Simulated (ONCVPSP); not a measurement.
## An all-electron radial function and its pseudo partner (lithium (Li))

Columns: radius, all-electron u(r) and pseudo u(r) of the 1s shell (level -51.37 eV) of lithium in the configuration 1s2 2s1; PBEsol, scalar-relativistic, ONCV scheme, ONCVPSP 4.0.1.

```csv
r (bohr),all-electron,pseudo
0.050,0.3977,0.2859
0.100,0.6853,0.5525
0.150,0.8876,0.7836
0.200,1.0241,0.9681
0.250,1.1100,1.1007
0.300,1.1569,1.1820
0.350,1.1747,1.2186
0.400,1.1702,1.2186
0.450,1.1497,1.1928
0.500,1.1171,1.1501
0.550,1.0761,1.0982
0.600,1.0295,1.0422
0.650,0.9791,0.9854
0.700,0.9267,0.9293
0.750,0.8736,0.8743
0.800,0.8206,0.8207
0.850,0.7685,0.7684
0.900,0.7178,0.7177
0.950,0.6689,0.6689
1.000,0.6221,0.6221
1.050,0.5776,0.5776
1.100,0.5354,0.5354
1.150,0.4956,0.4955
1.200,0.4582,0.4581
1.250,0.4231,0.4230
1.300,0.3903,0.3902
```

How many radial nodes do the two functions have?

The all-electron 1s function has n − l − 1 = 0; the pseudo-wave has 0.

At about which radius was the pseudo-wave matched?

0.95 bohr. The columns agree to 0.0005 from 0.80 bohr on; several derivatives are matched, so the curves merge somewhat inside the radius.

Is the pseudo-wave norm-conserving?

Yes: the ONCV scheme keeps the norm inside the radius equal to the all-electron one, which fixes the energy derivative of the logarithmic derivative at the level.
